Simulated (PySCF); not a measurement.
## Working out the ionisation energy of Sb⁺

Sb⁺ [Kr] 4d10 5s2 5p2 (3P) → Sb²⁺ [Kr] 4d10 5s2 5p1 (2P). Computed with PySCF 2.14 in aug-cc-pVQZ-PP with ECP28MDF, with a scalar-relativistic core potential. Frozen: 4s2 4p6 4d10. Energies in hartree (1 hartree = 27.21139 eV):

```csv
part,Sb⁺ (lower),Sb²⁺ (upper)
UHF,-238.962829,-238.374637
MP2 opposite-spin,-0.041742,-0.034384
MP2 same-spin,-0.008089,-0.002389
```

Question: What does Hartree-Fock give?

Answer: (-238.374637) − (-238.962829) = 0.588192 hartree = 16.006 eV.

Question: What do MP2 and SCS-MP2 (6/5 opposite-spin, 1/3 same-spin) give?

Answer: The opposite-spin parts differ by 0.200 eV and the same-spin parts by 0.155 eV. MP2: 16.006 + (0.200) + (0.155) = 16.361 eV. SCS-MP2: 16.006 + 1.2 × (0.200) + (0.155)/3 = 16.298 eV.

Reference: 16.626 ± 0.025 eV (measured; NIST Atomic Spectra Database, ionization energies), between the lowest levels; spin-orbit coupling is absent from the calculation.

What remains against the reference includes basis incompleteness, the frozen core and correlation beyond second order.
